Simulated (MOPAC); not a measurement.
MOPAC input (PM6):

```
PM6 PRECISE GNORM=0.05 LET XYZ UHF MS=0.5 GEO-OK AUX(PRECISION=9) THREADS=1
AlS

Al   -0.00000000 1   -0.00000000 1   -1.12859000 1
S     0.00000000 1    0.00000000 1    0.91698000 1
```

From the output:

```
                                                       MOPAC v23.2.5 Linux

          FINAL HEAT OF FORMATION =         48.03429 KCAL/MOL =     200.97548 KJ/MOL

          COSMO AREA              =         94.48 SQUARE ANGSTROMS
          COSMO VOLUME            =         81.96 CUBIC ANGSTROMS

          GRADIENT NORM           =          0.04170          =       0.02949 PER ATOM
          IONIZATION POTENTIAL    =          9.192165 EV
          ALPHA SOMO LUMO (EV)    =         -9.280  0.325
          BETA  SOMO LUMO (EV)    =         -9.192 -2.422
          NO. OF ALPHA ELECTRONS  =          5
          NO. OF BETA  ELECTRONS  =          4
          MOLECULAR WEIGHT        =         59.0415         POINT GROUP:  C*v

          MOLECULAR DIMENSIONS (Angstroms)

            Atom       Atom       Distance
            S     2   Al     1     1.98251
            S     2   Al     1     0.00000
           Al     1    S     2     0.00000

          SCF CALCULATIONS        =          7

   ATOM   CHEMICAL          X               Y               Z
  NUMBER   SYMBOL      (ANGSTROMS)     (ANGSTROMS)     (ANGSTROMS)

     1      Al          0.00000000  *   0.00000000  *  -1.09706194  *
     2       S          0.00000000  *   0.00000000  *   0.88545194  *

                             CARTESIAN COORDINATES

   1   Al        0.000000000     0.000000000    -1.097061938
   2    S        0.000000000     0.000000000     0.885451938

           Empirical Formula: Al S  =     2 atoms

      MOLECULAR POINT GROUP   :   C*v

          ALPHA EIGENVALUES
 -28.56455 -13.40252  -9.45139  -9.27982  -9.27982   0.32486   0.32486   2.18679
   2.95767   2.95767   3.10722   3.10722   4.27603 101.17340 101.17340 101.29159
 101.44714 101.44714

           BETA EIGENVALUES
 -27.15130 -12.50653  -9.19217  -9.19217  -2.42239   0.50394   0.50394   2.43807
   2.88677   2.88677   3.11240   3.11240   4.71479 102.26486 102.26486 104.48141
 104.48141 105.41153

              NET ATOMIC CHARGES AND DIPOLE CONTRIBUTIONS

  ATOM NO.   TYPE          CHARGE      No. of ELECS.   s-Pop       p-Pop       d-Pop
    1         Al           0.546333        2.4537     1.34975     1.08335     0.02056
    2          S          -0.546333        6.5463     1.94690     4.50684     0.09259
 DIPOLE           X         Y         Z       TOTAL
 POINT-CHG.    -0.000    -0.000    -5.202     5.202
 HYBRID         0.000    -0.000     1.311     1.311
 SUM            0.000    -0.000    -3.891     3.891

          ATOMIC ORBITAL ELECTRON POPULATIONS

     Atom    s        px        py        pz      x^2-y^2     xz        z^2       yz        xy
    1 Al   1.34975   0.24589   0.24589   0.59157   0.00000   0.00567   0.00923   0.00567   0.00000
    2  S   1.94690   1.71883   1.71883   1.06918   0.00000   0.02961   0.03337   0.02961   0.00000

                    (SZ)    =    0.500000
                    (S**2)  =    0.762910

          ATOMIC ORBITAL SPIN POPULATIONS

    Atom   Total    s     px     py     pz   x^2-y^2  xz     z^2    yz     xy
         Atomic
    1 Al  0.6847  0.299 -0.034 -0.034  0.454 -0.000 -0.001  0.001 -0.001  0.000
    2  S  0.3153  0.007  0.040  0.040  0.234  0.000 -0.006  0.005 -0.006  0.000

 **********************
 *                    *
 * JOB ENDED NORMALLY *
 *                    *
 **********************

 == MOPAC DONE ==
```

The geometry given is a B3LYP-D3(BJ)/def2-TZVP minimum.
